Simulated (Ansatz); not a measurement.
A series at In: from `[Br][In]([Br])[Br]`, ligands are replaced one by one, each step taking up H₂S and setting free HBr; n counts the steps. Ansatz, PBE0-D4/def2-TZVP geometries. Each molecule was computed in one conformer, which needn't be the lowest.

CBS adds triple-zeta CCSD(T) − MP2 to the MP2 limit, frozen cores; atoms without spin–orbit coupling. Elements past krypton have def2 core potentials. Outer-core shells of Br, In are correlated without core-valence functions. Scalar relativity is left out up to krypton. Spin–orbit coupling is left out.

```csv
n,molecule,"atomization energy, CCSD(T)/CBS (kJ/mol)"
0,`[Br][In]([Br])[Br]`,918.3
1,`[SH][In]([Br])[Br]`,1250.9
2,`[SH][In]([SH])[Br]`,1579.0
3,`[SH][In]([SH])[SH]`,?
```

Problem. By hand: fit a straight line y = ȳ + b (n − n̄) to the 3 given rows and predict n = 3.

Solution. n̄ = 1.000, ȳ = 1249.40; Σ(n − n̄)(y − ȳ) = 660.70, Σ(n − n̄)² = 2.000, so b = 330.35 kJ/mol a step. Prediction: 1249.40 + (330.35) × (2.000) = 1910.1 kJ/mol.

Problem. By hand: compare with the computed value, 1902.6 kJ/mol, and give the steps along the whole series.

Solution. The line misses by -7.5 kJ/mol (computed minus predicted). Steps: 332.6, 328.1, 323.6 kJ/mol.

The steps differ by at most 9.0 kJ/mol, 2.7 % of a mean step, so the ligands' effects nearly add and a line is close. The miss is 0.8 % of the series' range. The energies themselves are unsure by some kJ/mol a bond, though much of that is common to the series.
